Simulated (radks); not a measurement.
Results of a calculation; reference values are marked as such.
Excited configurations of W+: one electron is placed in a higher orbital outside [Xe] 4f14 5d4. The ground configuration is [Xe] 4f14 5d4 6s1. Level of theory: Dirac Kohn-Sham, PBE, spin-unpolarised, spherical densities, finite nucleus; open shells fill j = l - 1/2 first; Fermi nuclear charge, rms radius 5.3658 fm (a radial shooting solver on a logarithmic mesh with Libxc functionals). Excitation = E - E(ground); binding = E(ion) - E, where the ion is the core of charge +2; n* = 2/sqrt(2 binding) in atomic units, and the quantum defect is n - n*.

| outer orbital | excitation (eV) | binding (eV) | n* | quantum defect | eigenvalue (eV) | <r> (bohr) |
|---|---|---|---|---|---|---|
| 6d3/2 | 10.214 | 5.323 | 3.198 | 2.802 | -3.890 | 6.483 |
| 6f5/2 | 13.096 | 2.442 | 4.721 | 1.279 | -1.823 | 14.28 |
| 7s1/2 | 9.119 | 6.419 | 2.912 | 4.088 | -5.056 | 6.632 |
| 7p1/2 | 10.420 | 5.117 | 3.261 | 3.739 | -3.993 | 7.886 |
| 7d3/2 | 12.312 | 3.226 | 4.108 | 2.892 | -2.482 | 11.82 |
| 7f5/2 | 13.795 | 1.742 | 5.589 | 1.411 | -1.360 | 21.56 |

The Delta-SCF ionisation energy is 15.537 eV (NIST Atomic Spectra Database: 16.4 eV, semi-empirical). Self-interaction in the functional shifts the binding energies and quantum defects, so they are the method's values and not measured ones. Spin polarisation and multiplet splitting are left out, so open shells lie too high by an amount that depends on their filling.

Beside tabulated values, note that spin-unpolarised runs miss the spin-polarisation part of the exchange energy of open shells.
